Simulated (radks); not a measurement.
Sn XXXI, configuration [Ar] 3d2.

Method: Dirac Kohn-Sham, exchange-only PBE, spin-unpolarised, spherical densities, finite nucleus; open shells fill j = l - 1/2 first; Fermi nuclear charge, rms radius 4.6519 fm; computed with a radial shooting solver on a logarithmic mesh with Libxc functionals.

Energy parts (hartree):
part                    energy
total              -5553.20624
kinetic             5881.10997
electron-nucleus  -12371.49415
Hartree             1053.08066
exchange            -115.90274

Orbitals (lengths in bohr, moments of r in powers of bohr; r(90%) holds 90 % of the orbital's charge):
| orbital | occ. | eigenvalue (hartree) | <1/r> | r(90%) |
|---|---|---|---|---|
| 1s1/2 | 2 | -1118.107 | 53.08 | 0.0522 |
| 2s1/2 | 2 | -212.3925 | 12.40 | 0.192 |
| 2p1/2 | 2 | -202.1968 | 12.36 | 0.172 |
| 2p3/2 | 4 | -193.6163 | 11.52 | 0.179 |
| 3s1/2 | 2 | -74.94356 | 4.773 | 0.457 |
| 3p1/2 | 2 | -71.08734 | 4.705 | 0.447 |
| 3p3/2 | 4 | -69.16030 | 4.494 | 0.459 |
| 3d3/2 | 2 | -63.07897 | 4.370 | 0.419 |
| 3d5/2 | 0 | -62.64150 | 4.315 | 0.422 |

The highest occupied level is 3d3/2 at -1716.5 eV. The electron density at the nucleus is 1.914e+05 e/bohr^3. The density falls to 0.001 e/bohr^3 at r = 0.92 bohr. Summed over all electrons, <r^2> = 1.172 bohr^2, which gives a Langevin (diamagnetic) susceptibility term of -0.928 x 10^-6 cm^3/mol.
